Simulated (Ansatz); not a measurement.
Spectroscopic constants of LiP, multiplicity 3 (lowest of 2S+1 = 1, 3, 5 at CCSD(T)/def2-TZVPP on PBE0 minima; our sources give no spin for the ground state, which may be another).

D_e counts from the fitted minimum to each atom's lowest state at the same level, without counterpoise.

Correlated levels freeze the inner cores; with def2 sets outer-core shells near the valence are correlated too.

Codes used: Ansatz (Gaussian basis) for Hartree–Fock, density functionals and correlated methods. Each number belongs to the level named beside it.

PBE/def2-TZVPP gives 42.08 kcal/mol for the bond energy D_e.

Problem. Where do these levels fall relative to PBE: r2SCAN/def2-TZVPP, B3LYP/def2-TZVPP, wB97M-V/def2-TZVPP, B2PLYP/def2-TZVPP, CCSD(T)/def2-QZVPP.

Solution. r2SCAN/def2-TZVPP -0.84; B3LYP/def2-TZVPP 0.68; wB97M-V/def2-TZVPP 2.88; B2PLYP/def2-TZVPP -1.87; CCSD(T)/def2-QZVPP -1.92 kcal/mol. 2 of 5 lie above PBE; the widest gap is to wB97M-V/def2-TZVPP.

Ansatz is a first-principles code.
